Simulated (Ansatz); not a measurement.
Ideal-gas functions of Br$_{2}$H$_{4}$HfN$_{2}$, SMILES `[NH2][Hf]([NH2])([Br])[Br]` at 400 K and 1 bar, from an Ansatz frequency run at PBE0-D4/def2-TZVP.

Molar mass 370.34 g/mol, point group Cs (symmetry number 1), electronic degeneracy 1, moments of inertia 357.336, 799.969, 980.125 u Å². Harmonic wavenumbers (cm⁻¹, unscaled): 59, 79, 94, 125, 165, 165, 237, 254, 299, 471, 476, 497, 515, 639, 660, 1534, 1542, 3557, 3564, 3650, 3660.

Use S(trans) = R[1.5 ln M + 2.5 ln T − 1.1517]; rotational temperatures θ = 24.2544 K / I; S(rot) = R[ln(√π/σ · √(T³/θAθBθC)) + 1.5]; for each mode x = 1.438777 ν̃/T, S = R[x/(eˣ − 1) − ln(1 − e⁻ˣ)] and H = RT x/(eˣ − 1); 1 cm⁻¹ = 0.0119627 kJ/mol; R = 8.31446 J/(mol·K).

Question: By hand: the entropy, in J/(mol·K).

Answer: Translation 188.7. Rotation: θ = 0.0679, 0.0303, 0.0247 K, giving 133.1. Vibration, mode by mode: 21.22, 18.80, 17.37, 15.03, 12.77, 12.77, 9.89, 9.35, 8.10, 4.86, 4.79, 4.51, 4.28, 3.01, 2.84, 0.22, 0.21, 0.00, 0.00, 0.00, 0.00, in all 150.0. Electronic 0.0. Sum 471.8 J/(mol·K).

Question: By hand: H − E and G − E in kJ/mol, counted from the electronic energy.

Answer: Zero-point energy ½ × 22242 × 0.0119627 = 133.0; thermal vibration 28.8; translation, rotation and pV give 4 RT = 13.3. H − E = 175.1 kJ/mol, and G − E = 175.1 − 400 × 471.8/1000 = -13.6 kJ/mol.

Vibration gives 32 % of the entropy, 72.4 J/(mol·K) of it from the modes under 150 cm⁻¹: soft modes count most, and the harmonic formula is weakest for them. The sum counts one conformer and one mirror image; others add a mixing term.
